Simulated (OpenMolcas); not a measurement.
## Mn3+: moving or changing the point charges

Mn3+ among 4 point charges of -1 e arranged as a tetrahedron (Td), 1.98 Å from the ion.

| Item | Value |
| --- | --- |
| Program | OpenMolcas |
| Method | CASSCF |
| Basis | ANO-RCC-VDZP [5s4p2d1f] |
| Scalar Hamiltonian | DKH2, point nucleus |
| Active space | 4 electrons in 5 orbitals (3d) |
| State averaging | 2S+1 = 5 even, 5 roots; 2S+1 = 3 even, 45 roots; 2S+1 = 1 even, 50 roots |
| Spin-orbit coupling | state interaction with AMFI integrals over the reference wave functions |

Runs around this geometry, states (labels of Td). Energies in cm-1 above the lowest state or level, χT in cm3 K/mol; under a threefold ground state the first gap can be a small split of the lowest multiplet, not the spin-orbit step.

```csv
R (Å),q (e),Ground state,First state of that spin,First gap with spin-orbit (degeneracies),χT at 300 K,First state of another spin
1.98,-0.65,5T2,5E 527.0,"91.4 (1, 3)",1.813,3T1 23246
1.87,-1,5T2,5E 1034,"73.5 (1, 3)",1.998,3T1 23012
1.98,-1,5T2,5E 792.2,"81.7 (1, 3)",1.918,3T1 23134
2.18,-1,5T2,5E 501.5,"92.4 (1, 3)",1.802,3T1 23256
```

Taking the first state of the same spin as R^-n, n = -ln(501.5 / 1034) / ln(2.18 / 1.87) = 4.7 between the shortest and longest distance.

Scaling the charges by -0.65 / -1 = 0.65 scales the first state of the same spin by 527 / 792.2 = 0.67; with fixed orbitals a first-order splitting would follow the charge.

An orbital triplet at a regular site is open to Jahn-Teller coupling, which can distort the site and quench the lowest spin-orbit gaps and is left out. Without dynamic correlation the repulsion within the d shell is too large (B by tens of per cent), so at a given field states of lower spin stand too high. The ground term spreads over less than 5000 cm-1, several times less than with real ligands, so orbital moments are less quenched and χT lies further from the spin-only value than at real sites. This is an electrostatic model: the charges have no orbitals. No measured value stands beside these numbers.
